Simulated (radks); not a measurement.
Values are calculated unless marked as measured or tabulated.
Question: The mean radii <r> (bohr) of the occupied orbitals of an atom or ion are listed with their occupations. Level of theory: non-relativistic Kohn-Sham, PBEsol, spin-polarised, spherical densities, point nucleus (a radial shooting solver on a logarithmic mesh with Libxc functionals).

| orbital | occ. | <r> |
|---|---|---|
| 1s up | 1 | 0.03464 |
| 1s down | 1 | 0.03464 |
| 2s up | 1 | 0.1510 |
| 2s down | 1 | 0.1509 |
| 2p up | 3 | 0.1292 |
| 2p down | 3 | 0.1292 |
| 3s up | 1 | 0.4150 |
| 3s down | 1 | 0.4147 |
| 3p up | 3 | 0.4083 |
| 3p down | 3 | 0.4080 |
| 3d up | 5 | 0.3833 |
| 3d down | 5 | 0.3828 |
| 4s up | 1 | 1.018 |
| 4p up | 3 | 1.084 |
| 4p down | 3 | 1.086 |
| 4d up | 4 | 1.291 |
| 5d up | 1 | 3.266 |

Name the element and its charge. Open shells, if any, are filled with parallel spins first.

Answer: Z = 44, ruthenium, charge +4: Ru4+ in [Ar] 3d10 4s1 4p6 4d4 5d1. The 1s radius gives Z: for a bare nucleus <r> = 1.5/Z, 0.03409 bohr for Z = 44, and screening makes it slightly larger (0.03464 here). The occupations add up to 40, and the charge is Z minus that.
